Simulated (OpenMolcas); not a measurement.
## F⁵⁺: CASPT2 settings compared

- Program: OpenMolcas 26.06
- Basis: ANO-RCC-VDZ [3s2p]
- Scalar Hamiltonian: X2C, point nucleus
- Active space: 2 electrons in 8 orbitals (2s 2p 3s 3p)
- State averaging: 2S+1 = 3 even, 3 roots (0 in the spin-orbit step); 2S+1 = 1 even, 1 root; 2S+1 = 3 odd, 3 roots; 2S+1 = 1 odd, 3 roots (0 in the spin-orbit step)
- Spin-orbit coupling: state interaction with AMFI integrals over the reference wave functions, term energies averaged over their components

Methods on the same reference wave functions:
A. CASSCF
B. SS-CASPT2, IPEA 0 Eh, no level shift (closed shells correlated: 1s)
C. SS-CASPT2, IPEA 0.4 Eh, no level shift (closed shells correlated: 1s)
D. XMS-CASPT2, IPEA 0.35 Eh, no level shift (closed shells correlated: none)

Energies in cm⁻¹ above 2s² ¹S₀, the measured ground level; measured values from Moore, Atomic Energy Levels, vol. I, NSRDS-NBS 35 (1971 reprint of NBS Circular 467, 1949).

```csv
Level,A,B,C,D,Measured
2s² ¹S₀,0.0,0.0,0.0,0.0,0.0
2s 2p ³P°₀,119140,119053,119053,119140,
2s 2p ³P°₁,119346,119258,119259,119346,96861
2s 2p ³P°₂,119757,119669,119669,119757,97437
```

Deviations, from unrounded energies. A percentage is the sum of absolute deviations over the sum of measured energies, with the sign that they share, or ± where signs differ.

| Against measurement | Levels | A | B | C | D |
| --- | --- | --- | --- | --- | --- |
| mean absolute deviation (cm-1) | 2 | 22000 | 22000 | 22000 | 22000 |
| other configurations (%) | 2 | +23.1 | +23.0 | +23.0 | +23.1 |

A, B, C, D lie about equally close to measurement. The largest miss of B in the table is 2s 2p ³P°₁, by +22000 cm-1. The ranking rests on the paired levels alone, and a cruder setting can come out closer through cancelling errors.

Among B to D the level of the table that moves most is 2s 2p ³P°₀, by 88 cm-1 (lowest in B, highest in D).

The lowest spin-free term lies below A's lowest term by 0.000 hartree in B, 0.000 hartree in C, -0.000 hartree in D.

Active for correlation alone: 3p 3s; no level in the range computed is led by a configuration that fills them, so any true level of that kind is missing. The basis is small and was not contracted for so high a charge. Computed and measured levels are paired by configuration, term and J; levels that our copy of the source lacks, or whose pairing is in doubt (as where it misses far off the trend of its configuration), stay unpaired and out of the deviations. Levels of configurations outside the active space are missing.

° marks odd parity.
